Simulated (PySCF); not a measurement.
Compound: C3H8O3Si.
Z-matrix (Å and degrees, PBE0-D3(BJ)/def2-SVP geometry), rows numbered from 1:
```
C 
C   1  1.4970
O   2  1.2062  1  125.33
O   2  1.3388  1  111.90  3   178.83
C   4  1.4255  2  115.61  1  -176.19
O   5  1.3682  4  112.47  2   -73.09
Si  6  1.6861  5  126.80  4    93.76
H   1  1.1010  2  108.87  3  -100.24
H   1  1.0957  2  109.66  3    18.93
H   1  1.0978  2  110.61  3   141.75
H   5  1.0990  4  103.98  2   168.58
H   5  1.1057  4  108.07  2    51.36
H   7  1.4875  6  112.23  5   -95.57
H   7  1.4921  6  104.07  5   147.46
H   7  1.4913  6  110.29  5    30.40
```

Linear response at CAM-B3LYP/def2-SVPD (PySCF, frozen core in the response, non-relativistic). The structure is a single PBE0-D3(BJ)/def2-SVP conformer in the gas phase; no vibrational or solvent corrections.

Static isotropic polarisability: 73.48 au (10.89 Å³), principal values 62.7, 72.1, 85.6 au.

Task: What is the polarisability at 1064 nm and at the sodium D line?

Result: 74.03 au at 1064 nm (+0.7 %), 75.30 au at 589.3 nm (+2.5 %). The rise at 589.3 nm is 3.34 times that at 1064 nm; a pure ω² law gives 3.26. The lowest singlet lies at 209 nm, shorter than both wavelengths.

Task: What is the isotropic C6 coefficient between two such molecules, C6 = (3/π)∫α(iω)² dω?

Result: 2316 au (Eh·bohr⁶) by a ten-point quadrature over imaginary frequencies, which is 1380 eV·Å⁶ or 134 J·nm⁶/mol.

Task: Which effective excitation energy ω̄ makes London's formula C6 = (3/4)α²ω̄ exact here?

Result: ω̄ = 4·C6/(3α²) = 0.572 Eh = 15.6 eV. A one-pole form α(ω) = α/(1 − ω²/ω̄²) fitted to the 1064 nm value gives 13.6 eV.

Task: The lowest 6 singlets have (eV, f): 5.94, 0.001; 7.58, 0.005; 7.91, 0.016; 7.96, 0.014; 8.08, 0.037; 8.23, 0.012. What share of the static polarisability do they carry in the sum over states α = Σ f/ω²?

Result: 0.99 au, 1.3 % of α; the largest term, 0.42 au, is that of the state at 8.08 eV. Their oscillator strengths add up to 0.08. Higher states carry the rest.

Task: What three-body coefficient follows from the one-pole estimate C9 = (3/4)·α·C6?

Result: 128000 au. This is an estimate from the two numbers above, not a computed integral.

Task: What n − 1 at the D line would an ideal gas of it have at 273.15 K and 1 atm (2.6868 × 10¹⁹ cm⁻³), by n − 1 = 2π·N·α′?

Result: 18.84 × 10⁻⁴, a formal value whether or not that pressure can be reached.
